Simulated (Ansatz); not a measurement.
Cost and result up the ladder for As(iPr)3 (C9H21As) (31 atoms). Total charge 0; singlet. Geometry: PBE-D4/def2-SVP.

```xyz
31

As   -0.7067   -0.1478    0.2798
C     0.8994   -0.3852    1.5033
C     0.6586   -1.6185    2.3813
C     1.1938    0.8386    2.3727
H     1.7708   -0.5639    0.8355
H     0.4487   -2.5325    1.7930
H    -0.2079   -1.4560    3.0567
H     1.5442   -1.8279    3.0202
H     2.0519    0.6276    3.0477
H     1.4581    1.7365    1.7808
H     0.3307    1.0972    3.0225
C    -0.2988    1.7211   -0.4090
C    -0.9970    2.7360    0.5034
C    -0.7136    1.9408   -1.8650
H     0.8042    1.8431   -0.3316
H    -0.7211    2.6198    1.5692
H    -2.1004    2.6300    0.4359
H    -0.7435    3.7764    0.2037
H    -0.5045    2.9907   -2.1655
H    -0.1709    1.2851   -2.5735
H    -1.8026    1.7764   -2.0101
C    -0.0409   -1.2161   -1.3171
C    -1.2218   -1.4497   -2.2663
C     0.6103   -2.5475   -0.9387
H     0.7214   -0.5783   -1.8163
H    -1.7205   -0.5102   -2.5735
H    -1.9920   -2.0882   -1.7843
H    -0.8890   -1.9698   -3.1911
H     0.9124   -3.0971   -1.8569
H     1.5200   -2.4238   -0.3193
H    -0.0937   -3.2067   -0.3874
```

Ansatz on 6 threads of Intel Xeon on a shared host. Times are rough, and most runs start from the orbitals of an earlier one. PBE0-D4/def2-TZVP serves as the yardstick here, not as an exact answer. Differences are given only for rows in sets of like size (and for xTB, whose basis is part of the method), since another set adds its own error. Binding counts from free atoms at the same level (As quartet, C triplet, H doublet; other spins of the atoms weren't run), without zero-point energy or a counterpoise term.

The 6-31G sets use Cartesian d functions. B3LYP takes the VWN-RPA correlation. Correlated methods freeze 18 core orbitals; core or outer-core shells of As are correlated, in sets that lack core-valence functions. The rows differ in basis, and correlated rows in double-zeta sets carry the largest basis error.

Correlated methods converge slowly with the basis, most of all in double-zeta sets.

```
                         level  functions  binding energy per atom (eV)  difference from PBE0-D4/def2-TZVP (eV)
           revPBE-D4/def2-TZVP        453                          4.01                                   -0.03
           r2SCAN-D4/def2-TZVP        453                          4.02                                   -0.02
PBE-D4/def2-TZVP (with forces)        453                          4.09                                    0.05
                  HF/def2-TZVP        453                          3.00                                   -1.04
                  MP2/def2-SVP        263                          3.87                                       –
             PBE0-D4/def2-TZVP        453                          4.04                                    0.00
                     HF/STO-3G         84                          3.83                                       –
              PBE0-D4/def2-SVP        263                          4.08                                       –
               PBE-D4/def2-SVP        263                          4.12                                       –
                B3LYP-D4/6-31G        152                          3.99                                       –
                      HF/6-31G        152                          2.90                                       –
```

**Question.** Estimate how long each takes.

**Answer.** HF/STO-3G 4 s; HF/6-31G 12 s; PBE-D4/def2-SVP 13 s; B3LYP-D4/6-31G 18 s; PBE0-D4/def2-SVP 23 s; PBE-D4/def2-TZVP (with forces) 25 s; revPBE-D4/def2-TZVP 27 s; r2SCAN-D4/def2-TZVP 29 s; MP2/def2-SVP 30 s; HF/def2-TZVP 35 s; PBE0-D4/def2-TZVP 36 s. On shared hardware such times vary by a factor of up to 3.
